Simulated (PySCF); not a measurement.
C3H9BN2, SMILES C=CCB(N)N.

Geometry optimised at TPSSh-D3(BJ)/def2-SVP. This is a generated structure with no PubChem entry under its InChIKey; it may be hypothetical. One conformer was computed; it need not be the lowest.

Two levels are set side by side: PBE/def2-TZVP (PySCF) and ωB97X/def2-TZVP (PySCF). Same geometry, gas phase. Differences are taken from unrounded values.

| quantity | ωB97X |
|---|---|
| orbital gap (eV) | 11.91 |
| highest occupied level (eV) | -9.25 |
| lowest empty level (eV) | 2.67 |
| dipole moment (D) | 1.59 |
| mean polarisability (bohr³) | 66.1 |

Q: What does PBE give, and how far is it from ωB97X? (Estimate from the structure and the level; the computed values follow.)

A: 
| quantity | PBE | PBE minus ωB97X |
|---|---|---|
| orbital gap (eV) | 4.95 | -6.96 |
| highest occupied level (eV) | -5.46 | 3.79 |
| lowest empty level (eV) | -0.50 | -3.17 |
| dipole moment (D) | 1.71 | 0.12 |
| mean polarisability (bohr³) | 69.6 | 3.5 |

PBE's occupied levels lie high since its potential decays too fast outside the molecule; exact exchange lowers them and widens the gap. PBE's more diffuse valence density responds more strongly to a field. Differences between two approximate levels are no errors against the true value.

Rough cost on one machine, each run with all the roots and properties that it gave: ωB97X against PBE within a factor of 2.
